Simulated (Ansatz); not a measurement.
`C[CH](C)[Al]([OH])[OH]`, relaxed with RKS PBE0-D4/def2-TZVP in the Gaussian-basis code of Ansatz from a GFN2-xTB geometry. The force threshold is 0.005 eV/Å; the program also tests the step.

Charge 0, multiplicity 1.

Start:

```xyz
15

C    -0.045   -0.037    1.718
C    -0.119    0.552    0.310
C     1.197    1.227   -0.079
Al   -0.697   -0.829   -1.065
O    -1.443   -2.194   -0.527
O    -0.411   -0.451   -2.641
H     0.151    0.746    2.453
H    -0.982   -0.525    1.980
H     0.751   -0.776    1.786
H    -0.886    1.339    0.328
H     2.024    0.522   -0.024
H     1.145    1.608   -1.097
H     1.413    2.062    0.589
H    -1.850   -2.972   -0.177
H    -0.248   -0.271   -3.554
```

```
        step  energy (eV)  largest force (eV/Å)  largest move (Å)
           1  -13943.8020                 1.265             0.000
           2  -13943.8489                 0.718             0.070
           3  -13943.8674                 0.109             0.054
           4  -13943.8707                 0.082             0.022
           5  -13943.8740                 0.162             0.038
           6  -13943.8937                 0.402             0.140
7 (rejected)  -13943.8861                 2.305             0.195
           8  -13943.9498                 0.557             0.098
           9  -13943.9989                 0.648             0.100
          10  -13944.0617                 0.664             0.150
          11  -13944.1265                 0.326             0.200
          12  -13944.1602                 0.097             0.186
          13  -13944.1624                 0.014             0.046
          14  -13944.1627                 0.031             0.020
          15  -13944.1629                 0.024             0.017
          16  -13944.1630                 0.012             0.004
          17  -13944.1630                 0.002             0.005
          18  -13944.1630                 0.003             0.005
          19  -13944.1630                 0.007             0.014
          20  -13944.1630                 0.012             0.018
          21  -13944.1630                 0.014             0.016
          22  -13944.1631                 0.014             0.010
          23  -13944.1631                 0.011             0.003
          24  -13944.1631                 0.004             0.004
```

End:

```xyz
15

C     0.026   -0.027    1.761
C    -0.098    0.568    0.359
C     1.173    1.312   -0.051
Al   -0.667   -0.745   -0.973
O    -1.585   -2.080   -0.461
O    -0.246   -0.491   -2.599
H     0.246    0.753    2.501
H    -0.886   -0.539    2.076
H     0.841   -0.756    1.816
H    -0.916    1.305    0.385
H     2.038    0.642   -0.077
H     1.086    1.765   -1.042
H     1.409    2.111    0.663
H    -1.931   -2.766   -1.027
H    -0.488   -1.052   -3.332
```

It took 77 s on 2 threads of an AMD EPYC 7R13 on a shared host and a share of an NVIDIA H100 80 GB, with 0.89 GiB of host memory at the peak.
